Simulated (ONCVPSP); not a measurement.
Plane-wave convergence, ONCV potential for Er (Z = 68)

* Element: erbium (Er)
* Generator: ONCVPSP 4.0.1
* Type: optimised norm-conserving Vanderbilt (ONCV)
* Functional: LDA (Perdew-Zunger)
* Relativity: scalar-relativistic
* Frozen core: [Kr] 4d10
* Valence charge: 22
* Reference configuration: 4f12 5s2 5p6 6s1 (charge +1)
* Partial waves: 5s+6s: rc 2.25 bohr, ncon 3, nbas 6, qcut 4.8 1/bohr, 2 projectors; 5p: rc 2.15 bohr, ncon 5, nbas 8, qcut 6.1 1/bohr, 2 projectors, debl 0.3 Ha; d scattering state at 0.24 Ha: rc 2.40 bohr, ncon 4, nbas 7, qcut 4.7 1/bohr, 3 projectors, debl 2.6 Ha; 4f: rc 1.35 bohr, ncon 4, nbas 9, qcut 14.5 1/bohr, 2 projectors, debl 3.6 Ha
* Local potential: polynomial inside 1.25 bohr (lpopt 5, dvloc0 6 Ha)
* Core correction: none

In the p channel the program set the typed energies aside and used -1.222, 0.250 Ha. In the d channel the program set the typed energies aside and used 0.050, 2.650, 5.250 Ha.

Q: For each optimised wave give the share of its norm inside rc, the residual kinetic energy above qcut (Ha) and the cutoffs (Ha) for errors of 10, 1, 0.1 and 0.01 mHa per electron.

A:

```csv
wave,norm inside rc,residual KE,10 mHa,1 mHa,0.1 mHa,0.01 mHa
5s,0.976,5.4e-06,3.4,4.5,8.6,11.3
6s,0.106,1.7e-05,2.8,6.2,9.7,13.7
5p,0.885,2.9e-05,5.9,12.1,16.5,35.6
p projector 2,0.054,1.6e-05,4.9,7.3,15.5,20.3
d projector 1,0.162,4.5e-05,5.7,8.2,10.4,21.3
d projector 2,0.141,1.5e-03,8.7,11.5,19.9,35.9
d projector 3,0.112,4.6e-03,10.6,12.5,22.8,35.3
4f,0.878,1.0e-05,70.8,80.8,89.0,113.6
f projector 2,0.108,1.6e-06,71.2,83.3,92.7,99.6
```

The occupied waves need 81 Ha and 89 Ha for 1 and 0.1 mHa. Tests left out (the all-electron energies of this program are off by 10 to 40 meV for near-neutral 4f atoms).
